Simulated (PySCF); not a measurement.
CH5N2, charge +1.

```xyz
8

N      0.0000     1.1682    -0.1757
C      0.0000     0.0000     0.4278
N      0.0000    -1.1682    -0.1757
H      0.0000     1.2718    -1.1893
H      0.0000     2.0229     0.3753
H      0.0000     0.0000     1.5203
H      0.0000    -1.2718    -1.1893
H      0.0000    -2.0229     0.3753
```
Charge +1, spin multiplicity 1.

Geometry: PBE-D3(BJ)/def2-TZVP. The values are those of a single conformer.

Calculation: HF/pcSseg-2 in PySCF. Non-relativistic, no solvent.

Computed absolute GIAO shielding of each atom: isotropic value and principal components (ppm):
| atom | σ(iso) | σ11 | σ22 | σ33 | span |
|---|---|---|---|---|---|
| N1 | 150.6 | 40.8 | 200.2 | 210.9 | 170.1 |
| C2 | 17.6 | -75.0 | -16.6 | 144.5 | 219.4 |
| N3 | 150.6 | 40.8 | 200.2 | 210.9 | 170.1 |
| H4 | 25.2 | 20.0 | 23.3 | 32.2 | 12.2 |
| H5 | 24.8 | 19.9 | 22.2 | 32.4 | 12.5 |
| H6 | 23.6 | 20.6 | 24.4 | 25.9 | 5.2 |
| H7 | 25.2 | 20.0 | 23.3 | 32.2 | 12.2 |
| H8 | 24.8 | 19.9 | 22.2 | 32.4 | 12.5 |
